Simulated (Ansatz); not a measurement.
A structure relaxed at PBE-D4/def2-SVP in Ansatz, charge 1, singlet:

```tsv
atom	x (Å)	y (Å)	z (Å)
Ag1	-1.008	-2.453	0.031
Cu2	-0.986	-0.322	1.295
Cu3	-0.360	1.676	-0.037
Cu4	1.809	1.552	-0.807
Cu5	0.545	-0.453	-0.482
```

Give its formula.

the cluster Cu₄Ag⁺.

Summarise the bond lengths by kind (pairs closer than 1.2 times the sum of covalent radii, bridged metal pairs left out).

5 × Cu–Cu 2.31 to 2.48 Å; 2 × Ag–Cu 2.48 to 2.58 Å.

In the def2 sets Ag takes a core potential; there is no spin–orbit coupling. Another isomer (singlet) lies 0.05 eV lower at PBE0-D4/def2-TZVP; other spin states weren't run for this one.
